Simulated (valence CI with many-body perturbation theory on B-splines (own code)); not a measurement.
# Level structure of W LXI

Level of theory: configuration interaction combined with many-body perturbation theory (CI+MBPT): four valence electrons over a frozen Dirac-Fock core [Ne], a basis of 11 s, 11 p, 10 d, 8 f, 5 g, 2 h functions for each j, with the one-electron correlation potential Σ1, the two-electron term Σ2, the three-electron term Σ3, Breit, model QED; selected CI, second order for the rest, scaled by the run's own slope (own B-spline code, finite nucleus).

The last digits are not significant, and no measured levels were compared; by estimate large intervals hold to a few tenths of a per cent, small ones and those within an open d or f shell to about a per cent. Among the levels kept, up to 580 cm⁻¹ of a level comes from second order outside the variational space, and about a tenth of that is noise between levels of different J, which matters for small intervals.

Levels 136 to 169 of 169, with energies above the lowest level, (3s^2 3p1/2^2) J=0. "Leading %" is the weight of the configuration and term that name the level; weights of strongly mixed levels are sums over their largest components and can fall short. In the jj column 3d3/2^4 stands for four electrons in 3d with j = 3/2. Lifetimes count E1, E2, E3, M1 and M2 decay at the calculated energies, and are blank where another channel may lead or the interval is too uncertain; long ones can be off by a factor of two.

```
No.  Configuration  Term  J  E (× 10³ cm⁻¹)  Leading %  Lifetime                  Leading jj      g
136      3s.3p2.3d    1D  2           12771         45    426 fs     3s 3p3/2^2 3d5/2 (96 %)  1.097
137      3s.3p2.3d    1P  1           12878         36    246 fs     3s 3p3/2^2 3d5/2 (94 %)  1.083
138        3p2.3d2    3F  3           12885         31   2.51 ps  3p1/2^2 3d3/2 3d5/2 (97 %)  1.071
139      3s.3p2.3d    1D  2           12970         10    483 fs  3p1/2^2 3d3/2 3d5/2 (58 %)  1.143
140      3s.3p2.3d    1D  2           12993         17    345 fs     3s 3p3/2^2 3d5/2 (56 %)  1.134
141        3p2.3d2    1G  4           13020         24   2.38 ps  3p1/2^2 3d3/2 3d5/2 (98 %)  1.058
142        3p2.3d2    3P  1           13021         36   2.28 ps  3p1/2^2 3d3/2 3d5/2 (97 %)  1.503
143         3p3.3d   3F°  2           13135         43    361 fs  3p1/2 3p3/2^2 3d3/2 (87 %)  0.980
144         3p3.3d   3D°  1           13177         42    289 fs  3p1/2 3p3/2^2 3d3/2 (93 %)  0.980
145         3p3.3d   5D°  0           13224         49    290 fs  3p1/2 3p3/2^2 3d3/2 (92 %)       
146         3p3.3d   3F°  3           13230         34    310 fs  3p1/2 3p3/2^2 3d3/2 (90 %)  1.069
147         3p3.3d   3G°  4           13266         44    351 fs  3p1/2 3p3/2^2 3d3/2 (90 %)  1.042
148         3p3.3d   3F°  2           13380         32    253 fs  3p1/2 3p3/2^2 3d3/2 (84 %)  1.043
149         3p3.3d   3P°  1           13427         24    243 fs  3p1/2 3p3/2^2 3d3/2 (60 %)  1.321
150         3p3.3d   3F°  2           13443         32    306 fs  3p1/2 3p3/2^2 3d3/2 (70 %)  1.019
151         3p3.3d   3D°  3           13456         20    246 fs  3p1/2 3p3/2^2 3d3/2 (75 %)  1.142
152      3s.3p.3d2   5D°  0           13594         77    239 fs     3s 3p3/2 3d3/2^2 (94 %)       
153         3p3.3d   3D°  1           13599         20    232 fs  3p1/2 3p3/2^2 3d3/2 (58 %)  1.019
154      3s.3p.3d2   5F°  3           13639         28    227 fs     3s 3p3/2 3d3/2^2 (82 %)  1.138
155      3s.3p.3d2   5F°  2           13641         28    197 fs     3s 3p3/2 3d3/2^2 (66 %)  1.151
156      3s.3p.3d2   5D°  1           13653         30    181 fs  3p1/2 3p3/2^2 3d3/2 (51 %)  1.036
157      3s.3p.3d2   3F°  4           13681         27    245 fs     3s 3p3/2 3d3/2^2 (85 %)  1.184
158        3p2.3d2    3F  4           13694         28   1.87 ps      3p1/2^2 3d5/2^2 (96 %)  1.168
159        3p2.3d2    3P  2           13773         20   1.63 ps      3p1/2^2 3d5/2^2 (97 %)  1.204
160         3p3.3d   3F°  4           13825         47    444 fs  3p1/2 3p3/2^2 3d5/2 (84 %)  1.267
161         3p3.3d   3D°  3           13844         51    338 fs  3p1/2 3p3/2^2 3d5/2 (90 %)  1.297
162      3s.3p.3d2   3P°  2           13844         27    207 fs     3s 3p3/2 3d3/2^2 (82 %)  1.596
163         3p3.3d   3G°  5           13865         69    742 fs  3p1/2 3p3/2^2 3d5/2 (69 %)  1.190
164         3p3.3d   1G°  4           13890         35    362 fs  3p1/2 3p3/2^2 3d5/2 (87 %)  1.189
165      3s.3p.3d2   3D°  1           13913         21    189 fs     3s 3p3/2 3d3/2^2 (62 %)  0.845
166         3p3.3d   1S°  0           13932         40    427 fs  3p1/2 3p3/2^2 3d5/2 (79 %)       
167      3s.3p.3d2   3F°  2           13962         49    150 fs     3s 3p3/2 3d3/2^2 (83 %)  0.857
168         3p3.3d   1P°  1           13990         32    239 fs  3p1/2 3p3/2^2 3d5/2 (71 %)  0.938
169        3p2.3d2    3P  0           13993         61   1.37 ps      3p1/2^2 3d5/2^2 (96 %)
```
